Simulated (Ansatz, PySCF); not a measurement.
C2H5BO3, SMILES OB1COCO1. Atoms are numbered in the order given.

```xyz
11

O      2.1212    -0.1096     0.3464
B      0.7963    -0.0290     0.1128
C     -0.0824     1.2503    -0.1856
O     -1.3953     0.7129    -0.0460
C     -1.3277    -0.6546    -0.2770
O     -0.0395    -1.1098     0.0868
H      2.4137    -1.0178     0.4832
H      0.0854     1.6566    -1.2047
H      0.0414     2.0833     0.5224
H     -2.0921    -1.1620     0.3332
H     -1.4905    -0.9019    -1.3478
```
Charge 0, spin multiplicity 1.

The structure is a stationary point at PBE0-D3(BJ)/def2-SVP. This is a generated structure with no PubChem entry under its InChIKey; it may be hypothetical. The values are those of a single conformer.

Two levels are set side by side: PBE-D3(BJ)/def2-SVP (Ansatz, an electronic-structure program) and PBE0-D3(BJ)/def2-SVP (Ansatz). Each level has its own optimised geometry; the coordinates shown are those of the second. Frequencies come from the Hessian of PySCF at each geometry. Differences are taken from unrounded values.

```tsv
quantity	PBE0-D3(BJ)	PBE-D3(BJ)	PBE-D3(BJ) minus PBE0-D3(BJ)
mean bond length (Å)	1.264	1.276	0.012
bond O1–B2 (Å)	1.348	1.359	0.011
bond B2–C3 (Å)	1.580	1.587	0.007
bond B2–O6 (Å)	1.367	1.379	0.012
bond C3–O4 (Å)	1.425	1.443	0.018
bond O4–C5 (Å)	1.388	1.401	0.012
bond C5–O6 (Å)	1.414	1.433	0.020
bond O1–H7 (Å)	0.964	0.975	0.012
bond C3–H8 (Å)	1.110	1.120	0.010
bond C3–H9 (Å)	1.100	1.109	0.008
bond C5–H10 (Å)	1.102	1.111	0.009
bond C5–H11 (Å)	1.111	1.122	0.011
highest harmonic wavenumber (cm⁻¹)	3897	3725	-172
mean harmonic wavenumber (cm⁻¹)	1383	1328	-55
zero-point energy (kcal/mol)	53.38	51.26	-2.12
```

GGA bonds tend to be longer and softer than those of functionals with exact exchange. Differences between two approximate levels are no errors against the true value.
